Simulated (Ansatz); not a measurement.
Species: methyl-bis(methylsulfanyl)borane, C₃H₉BS₂, charge 0, multiplicity 1. 
Structure (B3LYP-D3(BJ)/def2-TZVP (Ansatz, an electronic-structure program) minimum search):
SMILES: CSB(C)SC
```xyz
15

C     -1.7216    -1.5657    -0.0358
S     -1.5907     0.1882     0.4412
B      0.0731     0.8242     0.2054
C      0.1939     2.3687     0.5264
S      1.6258     0.0961    -0.3299
C      1.4375    -1.6640    -0.7624
H     -1.0993    -2.1963     0.5920
H     -1.4763    -1.7123    -1.0834
H     -2.7645    -1.8346     0.1211
H     -0.5234     2.6951     1.2818
H     -0.0142     2.9427    -0.3821
H      1.1945     2.6493     0.8604
H      1.1204    -2.2511     0.0942
H      2.4269    -1.9975    -1.0694
H      0.7496    -1.7996    -1.5915
```
Charge 0, spin multiplicity 1.

Basis-set convergence of Hartree-Fock and CCSD(T) correlation energies (hartree) with Ansatz. Correlated levels leave the core frozen unless marked. No spin-orbit coupling. Non-relativistic.

```json
[
 {"basis": "aug-cc-pV(D+d)Z", "functions": "237", "E(HF)": "-938.67531", "E(corr, CCSD(T))": "-0.94414"},
 {"basis": "aug-cc-pV(T+d)Z", "functions": "501", "E(HF)": "?", "E(corr, CCSD(T))": "?"}
]
```

Problem. What belongs in the gaps?

Solution. 
- aug-cc-pV(T+d)Z, E(HF): -938.73804
- aug-cc-pV(T+d)Z, E(corr, CCSD(T)): -1.12489
